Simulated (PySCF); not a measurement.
Isomers of C7H10ClFO, mass 164.040 u with the commonest isotopes. Level of theory: PBE0/pcSseg-1 in PySCF (dipole) on a GFN2-xTB geometry, gas phase. One conformer each, none proved a minimum here; rigid rotors.

**Question.** Order these by rotational constant C, smallest first.
A. `[CH2:1]=[CH:2][C@:3]([F:4])([C:5](=[O:6])[Cl:7])[CH:8]([CH3:9])[CH3:10]` with C1–C2–C3–F4 3°, C2–C3–C5–O6 -67°, C2–C3–C8–C9 -59°
B. `[CH2:1]=[CH:2][C@@H:3]([CH2:4][CH3:5])[C@H:6]([F:7])[C:8](=[O:9])[Cl:10]` with C1–C2–C3–C4 124°, C2–C3–C4–C5 -64°, C2–C3–C6–F7 -64°, C3–C6–C8–O9 -62°
C. `[CH3:1][C:2]([CH3:3])([CH3:4])/[CH:5]=[C:6](/[Cl:7])[C:8](=[O:9])[F:10]` with C5–C6–C8–O9 0°
D. `[CH3:1][C@@:2]1([C:3](=[O:4])[Cl:5])[CH2:6][CH2:7][CH2:8][C@@H:9]1[F:10]` with C1–C2–C3–O4 116°, C1–C2–C6–C7 79°, C2–C6–C7–C8 31°, C6–C7–C8–C9 -10°, C7–C8–C9–F10 104°

**Answer.** C (600.8 MHz), B (631.5 MHz), A (791.2 MHz), D (821.5 MHz).

**Question.** Order these by dipole moment, smallest first.
A. `[CH2:1]=[CH:2][C@@H:3]([CH2:4][CH3:5])[C@H:6]([F:7])[C:8](=[O:9])[Cl:10]` with C1–C2–C3–C4 124°, C2–C3–C4–C5 -64°, C2–C3–C6–F7 -64°, C3–C6–C8–O9 -62°
B. `[CH2:1]=[CH:2][C@:3]([F:4])([C:5](=[O:6])[Cl:7])[CH:8]([CH3:9])[CH3:10]` with C1–C2–C3–F4 3°, C2–C3–C5–O6 -67°, C2–C3–C8–C9 -59°
C. `[CH3:1][C:2]([CH3:3])([CH3:4])/[CH:5]=[C:6](/[Cl:7])[C:8](=[O:9])[F:10]` with C5–C6–C8–O9 0°
D. `[CH3:1][C@@:2]1([C:3](=[O:4])[Cl:5])[CH2:6][CH2:7][CH2:8][C@@H:9]1[F:10]` with C1–C2–C3–O4 116°, C1–C2–C6–C7 79°, C2–C6–C7–C8 31°, C6–C7–C8–C9 -10°, C7–C8–C9–F10 104°

**Answer.** A (2.42 D), B (2.60 D), C (3.35 D), D (4.32 D).

**Question.** Order these by rotational constant B, smallest first.
A. `[CH2:1]=[CH:2][C@@H:3]([CH2:4][CH3:5])[C@H:6]([F:7])[C:8](=[O:9])[Cl:10]` with C1–C2–C3–C4 124°, C2–C3–C4–C5 -64°, C2–C3–C6–F7 -64°, C3–C6–C8–O9 -62°
B. `[CH3:1][C:2]([CH3:3])([CH3:4])/[CH:5]=[C:6](/[Cl:7])[C:8](=[O:9])[F:10]` with C5–C6–C8–O9 0°
C. `[CH2:1]=[CH:2][C@:3]([F:4])([C:5](=[O:6])[Cl:7])[CH:8]([CH3:9])[CH3:10]` with C1–C2–C3–F4 3°, C2–C3–C5–O6 -67°, C2–C3–C8–C9 -59°
D. `[CH3:1][C@@:2]1([C:3](=[O:4])[Cl:5])[CH2:6][CH2:7][CH2:8][C@@H:9]1[F:10]` with C1–C2–C3–O4 116°, C1–C2–C6–C7 79°, C2–C6–C7–C8 31°, C6–C7–C8–C9 -10°, C7–C8–C9–F10 104°

**Answer.** A (679.1 MHz), B (773.4 MHz), D (893.6 MHz), C (975.1 MHz).

```
                      SMILES  point group  Ia (u·Å²)  Ib (u·Å²)  Ic (u·Å²)      κ  μa (D)  μb (D)  μc (D)
 C[C@@]1(C(=O)Cl)CCC[C@@H]1F           C1     272.63     565.57     615.16  -0.86    3.28    0.62    2.73
     CC(C)(C)/C=C(/Cl)C(=O)F           Cs     298.44     653.46     841.18  -0.68    2.79    1.86    0.00
C=C[C@@H](CC)[C@H](F)C(=O)Cl           C1     291.50     744.16     800.26  -0.91    2.39    0.30    0.26
    C=C[C@](F)(C(=O)Cl)C(C)C           C1     351.92     518.26     638.78  -0.43    2.56    0.46    0.05
```
